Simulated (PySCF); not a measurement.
A structure optimised at PBE-D3(BJ)/def2-SVP, used in a PySCF frequency run:

```xyz
8

C     -1.3521    -0.3888     0.1189
C      0.0800     0.0326    -0.0415
N      1.0742    -0.8100     0.2434
O      0.4092     1.2216    -0.3118
H     -1.9143    -0.1527    -0.8063
H     -1.4111    -1.4727     0.3302
H     -1.8237     0.1792     0.9459
H      1.9891    -0.5193    -0.1435
```
Charge 0, spin multiplicity 2.

Task: Write its SMILES and formula.

Result: CC([NH])=O, C₂H₄NO

Task: What are its rotational constants (standard atomic weights)?

Result: 12.370, 8.9923, 5.3967 GHz
